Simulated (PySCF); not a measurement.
Computed IR spectrum (relative IR intensity) of a molecule C6H10. Geometry optimised at TPSSh-D3(BJ)/def2-SVP. Other conformers were not sampled. These are TPSSh-D3(BJ)/def2-SVP (PySCF 2.14.0) values and carry that method's errors. No scaling factor is applied to the harmonic values.

ν (cm⁻¹): 156 (vw), 204 (vw), 305 (w), 521 (w), 592 (m), 725 (vw), 785 (w), 862 (vs), 943 (w), 1009 (w), 1030 (vw), 1062 (w), 1091 (w), 1216 (w), 1259 (w), 1314 (s), 1395 (w), 1463 (w), 1467 (w), 1477 (m), 1490 (w), 1496 (w), 1500 (vw), 2060 (s), 3017 (s), 3020 (vs), 3033 (s), 3087 (s), 3092 (w), 3110 (m), 3117 (s), 3122 (s), 3143 (m), 3192 (w) (against the strongest line: vs over 80 %, s over 45 %, m over 15 %, w over 4 %, vw less)

Problem. Which structure fits?
A) CCC#CCC
B) C=C=C(C)CC
C) C#CC(C)(C)C
D) CC1=C(C)CC1

Solution. B, C=C=C(C)CC
